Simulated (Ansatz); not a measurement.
Cost and result for the atomization energy of BFH4SiZn (`[F][Zn][BH][SiH3]`) (8 atoms, 7 bonds).

```xyz
8

F    -1.0937    0.1292   -3.7163
Zn   -0.9610    0.2530   -1.9657
B    -0.7845    0.3923    0.0530
Si    0.8429   -0.2098    1.0501
H    -1.7326    0.7744    0.6768
H     1.0209    0.3902    2.4002
H     0.5995   -1.6776    1.2186
H     2.1084   -0.0518    0.2833
```

Total charge 0; spin multiplicity 1. For Zn the d shell is correlated and the shells below it are frozen. Scalar relativity is left out up to krypton. All single points use the PBE0-D4/def2-TZVP geometry. It is one conformer, not always the lowest. Program: Ansatz. All runs use 4 threads of a server CPU on a shared host. Times are those of one run each, without the atoms' runs, and a repeat can differ threefold. Electronic energies, without spin–orbit coupling; frozen cores. CCSD(T)/CBS adds CCSD(T) − MP2 in def2-TZVPP to the MP2 limit, and its time is that of the two runs behind it. T1 = 0.016. With those shells the extrapolation isn't a true limit. B3LYP takes the VWN-RPA correlation (the form of Gaussian; ORCA's B3LYP/G).

CCSD(T)/CBS is a level of theory with its own doubt, some kJ/mol a heavy atom from the limit and from the frozen cores, so smaller differences don't rank the functionals.

```tsv
level	functions	wall time	atomization (kJ/mol)	difference from CCSD(T)/CBS	per bond
BLYP-D4/def2-TZVPP	224	2.8 s	2185.6	-24.3	-3.5
revPBE-D4/def2-TZVPP	224	3 s	2171.8	-38.1	-5.4
PBE-D4/def2-TZVPP (with forces)	224	3.9 s	2222.3	12.4	1.8
PBE0-D4/def2-TZVPP	224	4.1 s	2196.6	-13.3	-1.9
CAM-B3LYP-D4/def2-TZVPP	224	4.9 s	2225.3	15.4	2.2
CCSD(T)/def2-SVP	97	5.5 s	2067.2	-142.7	-20.4
B3LYP-D4/def2-TZVPP (with forces)	224	7 s	2199.3	-10.6	-1.5
PBE-QIDH/def2-TZVPP	224	8 s	2197.5	-12.4	-1.8
B97M-V/def2-TZVPP	224	13 s	2224.2	14.3	2.0
ωB97M-V/def2-TZVPP (with forces)	224	17 s	2215.7	5.8	0.8
MP2/def2-QZVPP	404	24 s	2222.4	12.5	1.8
CCSD(T)/def2-TZVPP	224	2.4 min	2148.9	-61.0	-8.7
CCSD(T)/CBS(def2)	–	2.8 min	2209.9	0.0	0.0
```

In def2-TZVPP, CCSD(T) changes the Hartree–Fock value by +483.8 kJ/mol (the triples alone add +26.0 kJ/mol) and MP2 by +518.7 kJ/mol; breaking electron pairs costs correlation energy, which Hartree–Fock lacks. From PBE to PBE0 (25 % exact exchange), in def2-TZVPP and without D4, the atomization energy moves by −23.7 kJ/mol: exact exchange takes away binding that semilocal exchange gives to molecules. At CCSD(T), def2-SVP lies −142.7 kJ/mol from the extrapolated value and def2-TZVPP −61.0 kJ/mol: correlation converges slowly with the basis, and small sets miss more of it in the bonded molecule than in its fragments.
